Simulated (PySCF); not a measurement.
```xyz
11

O     -0.1034     2.0328     0.9979
Ga    -0.0612     0.4193     0.2061
Si     2.1255    -0.5822    -0.0975
Si    -2.2755    -0.3442    -0.3752
H      0.7561     2.3708     1.2577
H      2.8589    -0.6437     1.1985
H      2.0339    -1.9624    -0.6464
H      2.9401     0.2376    -1.0391
H     -2.9293     0.6122    -1.3102
H     -3.1218    -0.4629     0.8438
H     -2.2235    -1.6773    -1.0357
```

Charge 0, multiplicity 1.

Problem. Give the Mulliken and meta-Löwdin atomic charges from PySCF with TPSSh-D3(BJ)/def2-TZVP // PBE0-D3(BJ)/def2-TZVP.

Solution. 
| atom | Mulliken (e) | meta-Löwdin (e) |
|---|---|---|
| O1 | -0.55 | -0.69 |
| Ga2 | 0.50 | 0.42 |
| Si3 | -0.08 | 0.19 |
| Si4 | -0.08 | 0.21 |
| H5 | 0.31 | 0.33 |
| H6 | -0.02 | -0.08 |
| H7 | -0.02 | -0.08 |
| H8 | -0.02 | -0.08 |
| H9 | -0.01 | -0.07 |
| H10 | -0.01 | -0.07 |
| H11 | -0.02 | -0.08 |
